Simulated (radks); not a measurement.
Problem. Excited configurations of La: one electron is placed in a higher orbital outside [Xe] 5d2. The ground configuration is [Xe] 5d1 6s2. All-electron calculation, Dirac Kohn-Sham, PBE, spin-unpolarised, spherical densities, point nucleus; open shells are shared between the two j in proportion to 2j + 1. Program: a radial shooting solver on a logarithmic mesh with Libxc functionals. Excitation = E - E(ground); binding = E(ion) - E, where the ion is the core of charge +1; n* = 1/sqrt(2 binding) in atomic units, and the quantum defect is n - n*. Eigenvalue and <r> are those of j = l + 1/2.

outer orbital  excitation (eV)  binding (eV)     n*  quantum defect  eigenvalue (eV)  <r> (bohr)
5f                       5.114         0.924  3.837           1.163           -0.430       16.96
6s                       0.796         5.242  1.611           4.389           -3.128       4.624
6p                       2.912         3.127  2.086           3.914           -1.532       6.361
6d                       4.580         1.458  3.055           2.945           -0.716       11.85
6f                       5.393         0.645  4.591           1.409           -0.367       28.63
7p                       4.538         1.500  3.012           3.988           -0.869       13.86
7d                       5.130         0.908  3.872           3.128           -0.522       21.80
7f                       5.568         0.470  5.378           1.622           -0.289       42.76

Estimate the row for 7s.

Solution. excitation (eV) 4.043; binding (eV) 1.996; n* 2.611; quantum defect 4.389; eigenvalue (eV) -1.197; <r> (bohr) 10.91. The Delta-SCF ionisation energy is 6.038 eV (NIST Atomic Spectra Database: 5.577 eV, measured). Self-interaction in the functional shifts the binding energies and quantum defects, so they are the method's values and not measured ones. Spin polarisation and multiplet splitting are left out, so open shells lie too high by an amount that depends on their filling. Sharing an open shell by 2j + 1 raises it above the true ground level by a part of the spin-orbit splitting, which enters the differences from NIST.

Beside tabulated values, note that spin-unpolarised runs miss the spin-polarisation part of the exchange energy of open shells.
